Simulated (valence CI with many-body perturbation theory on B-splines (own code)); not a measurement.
# Valence orbitals of Ba5+

Level of theory: configuration interaction combined with many-body perturbation theory (CI+MBPT): five valence electrons over a frozen Dirac-Fock core [Kr] 4d10, a basis of 9 s, 9 p, 8 d, 6 f, 3 g, 1 h functions for each j, with the one-electron correlation potential Σ1, the two-electron term Σ2, the three-electron term Σ3, Breit, model QED; selected CI, second order for the rest, scaled by the run's own slope (own B-spline code, finite nucleus).

Set against measurement, 18 paired levels are off by 108 cm⁻¹ on average, the worst by 336. These come from a selection out of Sansonetti and Curry, J. Phys. Chem. Ref. Data 39, 043103 (2010). Levels without a partner in it may be off by more, other configurations by several thousand cm⁻¹. Among the levels kept, up to 550 cm⁻¹ of a level comes from second order outside the variational space, and about a tenth of that is noise between levels of different J, which matters for small intervals. 2 measured levels below the end of the list, from 179077 cm⁻¹ on, found no clear computed partner, and computed levels of the same name lie up to 144 cm⁻¹ from them.

These are the spectroscopic orbitals of the CI (the correlating ones are not listed), shaped by the core and the other valence electrons. h is the expectation value of the core's Dirac-Fock operator, without the valence repulsion; Σ1 is computed up to l = 3 at one energy for each symmetry, that of its lowest orbital but kept below the first core excitation, so for empty shells it is not the orbital's own correlation shift; Breit and QED include the response of the core.

```csv
Orbital,h (hartree),Σ1 (cm⁻¹),Breit (cm⁻¹),QED (cm⁻¹),⟨r⟩ (bohr)
5s1/2,-5.2747,-14503,387,397,1.580
6s1/2,-2.8615,-3365,129,128,3.080
7s1/2,-1.7868,-1311,55.3,55.1,5.133
8s1/2,-1.2262,-672,29.7,29.6,7.656
5p1/2,-4.6385,-12290,575,-12.6,1.725
6p1/2,-2.5629,-2864,181,-4.2,3.408
7p1/2,-1.636,-1218,85.1,-2.0,5.576
8p1/2,-1.1385,-649,47.5,-1.1,8.227
5p3/2,-4.5155,-11364,319,20.5,1.780
6p3/2,-2.5117,-2731,103,6.3,3.485
7p3/2,-1.6099,-1174,51.7,3.0,5.671
8p3/2,-1.1233,-629,29.0,1.7,8.342
5d3/2,-3.4996,-6768,94.7,-15.7,2.210
6d3/2,-2.0419,-2019,35.6,-5.8,4.230
7d3/2,-1.3608,-981,18.8,-3.0,6.671
5d5/2,-3.4775,-6563,31.9,-8.5,2.229
6d5/2,-2.0324,-1976,12.4,-3.2,4.252
7d5/2,-1.3557,-964,6.8,-1.7,6.698
4f5/2,-4.1961,-17926,-294,-41.7,1.240
5f5/2,-2.2871,-3152,-52.5,-9.2,3.450
4f7/2,-4.1891,-17618,-405,-35.3,1.246
5f7/2,-2.2842,-3129,-76.8,-7.6,3.455
5g7/2,-1.7137,,-0.3,0.0,4.458
5g9/2,-1.7139,,-0.3,0.0,4.457
```

Among the shells of the start configuration 5s2 5p3, Σ1 is largest in size for 5s1/2, where it is 1.3 % of h.

Lowest root of each symmetry, sizes in configuration state functions:

```
   J  Parity  Roots  Reference  Variational  Second order  Change by selected CI (cm⁻¹)  Change by second order (cm⁻¹)
 1/2    even      5         36        39988       1822921                        -15487                            -84
 3/2    even      6         58        39999       3109122                        -15020                           -158
 5/2    even      6         64        39999       4544116                        -14661                           -207
 7/2    even      3         52        39474       4079440                        -16831                           -284
 9/2    even      2         37        37802       3535557                        -17458                           -211
 1/2     odd      4         50        39998       2388359                        -11752                           -118
 3/2     odd      9         79        39998       4957094                        -10019                           -170
 5/2     odd      9         74        39982       6630705                        -11059                           -342
 7/2     odd      8         56        39977       6838345                        -17390                           -308
 9/2     odd      6         32        39995       6188591                        -16788                           -303
11/2     odd      2         16        36011       3316923                        -17389                           -157
```
